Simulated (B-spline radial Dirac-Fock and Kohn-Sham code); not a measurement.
# 5s photoionisation of Ce²⁺ near threshold

System: Ce²⁺ in the configuration 1s2 2s2 2p6 3s2 3p6 3d10 4s2 4p6 4d10 4f2 5s2 5p6. The computed 5s threshold is 58.37 eV; without correlation, outer thresholds are uncertain by 1 to 2 eV. With an open shell the threshold is an average over the terms of the final ion.

The run's input, task.json:

```json
{"items": [{
  "Z": 58,
  "q": 2,
  "cfg": [[1, 0, 2], [2, 0, 2], [2, 1, 6], [3, 0, 2], [3, 1, 6], [3, 2, 10], [4, 0, 2], [4, 1, 6], [4, 2, 10], [4, 3, 2], [5, 0, 2], [5, 1, 6]],
  "A": 140,
  "rrms": 4.8771,
  "do": ["binding", "quiet", "photo", "scan"],
  "hv": [40.81, 81.8, 100, 150, 418.0, 686.0, 713.0, 905.0, 1253.6, 1486.9, 5640.0, 6000, 15000, 22162.9, 119000.0, 182000.0]
}]}
```

Run with: `python xray_run.py task.json out`

Level of theory: independent-particle photoionisation in a Dirac-Hartree-Slater potential with a Latter tail, all multipoles, thresholds from Dirac-Fock ΔSCF; a radial B-spline solver. Interchannel coupling and autoionising resonances are not included, so magnitudes near threshold are approximate.

**Question.** How do σ and β run from threshold to 400 eV kinetic energy?

**Answer.** The cross section shows no minimum in this range. Its largest value, 0.147 Mb, lies 22 eV above threshold. β ranges from 1.62 (at 1.5 eV) to 1.97.

| kinetic energy (eV) | σ (Mb) | β |
| --- | --- | --- |
| 1.5 | 0.126 | 1.62 |
| 1.9 | 0.127 | 1.62 |
| 2.3 | 0.128 | 1.63 |
| 2.9 | 0.129 | 1.64 |
| 3.7 | 0.131 | 1.65 |
| 4.6 | 0.133 | 1.67 |
| 5.7 | 0.135 | 1.68 |
| 7.2 | 0.137 | 1.70 |
| 9.0 | 0.140 | 1.72 |
| 11.2 | 0.143 | 1.74 |
| 14.0 | 0.145 | 1.76 |
| 17.5 | 0.146 | 1.78 |
| 21.9 | 0.147 | 1.81 |
| 27.4 | 0.146 | 1.83 |
| 34.2 | 0.142 | 1.85 |
| 42.8 | 0.135 | 1.87 |
| 53.5 | 0.125 | 1.89 |
| 66.9 | 0.114 | 1.91 |
| 83.7 | 0.100 | 1.92 |
| 104.7 | 0.0857 | 1.93 |
| 130.9 | 0.0715 | 1.94 |
| 163.6 | 0.0584 | 1.95 |
| 204.6 | 0.0468 | 1.95 |
| 255.8 | 0.0368 | 1.96 |
| 319.9 | 0.0283 | 1.96 |
| 400.0 | 0.0212 | 1.97 |
